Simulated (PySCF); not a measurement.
C₃H₃ClF₂, SMILES FC(F)/C=C/Cl. Geometry optimised at B3LYP-D3(BJ)/def2-SVP. One conformer was computed; it need not be the lowest.

Computed equilibrium geometry at B3LYP-D3(BJ)/def2-SVP (PySCF confirms it by a frequency run) as Cartesian coordinates in Å (one conformer of several):
```xyz
9

F     -1.9146    -1.5166     0.5855
C     -1.3420    -0.3066     0.8408
F     -2.0090     0.6340     0.1202
C      0.1108    -0.3446     0.4763
C      0.6501     0.5202    -0.3823
Cl     2.3248     0.5078    -0.8213
H     -1.5006    -0.0864     1.9132
H      0.7091    -1.1214     0.9596
H      0.0679     1.3032    -0.8713
```
